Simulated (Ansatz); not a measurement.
Ideal-gas functions of `[F][SnH][Br]` radical at 800 K and 1 bar, from an Ansatz frequency run at PBE0-D4/def2-TZVP.

Molar mass 218.62 g/mol, point group C1 (symmetry number 1), electronic degeneracy 2, moments of inertia 55.442, 344.424, 395.207 u Å². Harmonic wavenumbers (cm⁻¹, unscaled): 123, 254, 465, 501, 607, 1745.

Use S(trans) = R[1.5 ln M + 2.5 ln T − 1.1517]; rotational temperatures θ = 24.2544 K / I; S(rot) = R[ln(√π/σ · √(T³/θAθBθC)) + 1.5]; for each mode x = 1.438777 ν̃/T, S = R[x/(eˣ − 1) − ln(1 − e⁻ˣ)] and H = RT x/(eˣ − 1); 1 cm⁻¹ = 0.0119627 kJ/mol; R = 8.31446 J/(mol·K).

Task: By hand: the entropy, in J/(mol·K).

Result: Translation 196.6. Rotation: θ = 0.4375, 0.0704, 0.0614 K, giving 126.7. Vibration, mode by mode: 20.87, 14.90, 10.04, 9.46, 7.99, 1.55, in all 64.8. Electronic 5.8. Sum 393.9 J/(mol·K).

Task: By hand: H − E and G − E in kJ/mol, counted from the electronic energy.

Result: Zero-point energy ½ × 3695 × 0.0119627 = 22.1; thermal vibration 24.2; translation, rotation and pV give 4 RT = 26.6. H − E = 72.9 kJ/mol, and G − E = 72.9 − 800 × 393.9/1000 = -242.2 kJ/mol.

Vibration gives 16 % of the entropy, 20.9 J/(mol·K) of it from the mode under 150 cm⁻¹: soft modes count most, and the harmonic formula is weakest for them. The sum counts one conformer and one mirror image; others add a mixing term.
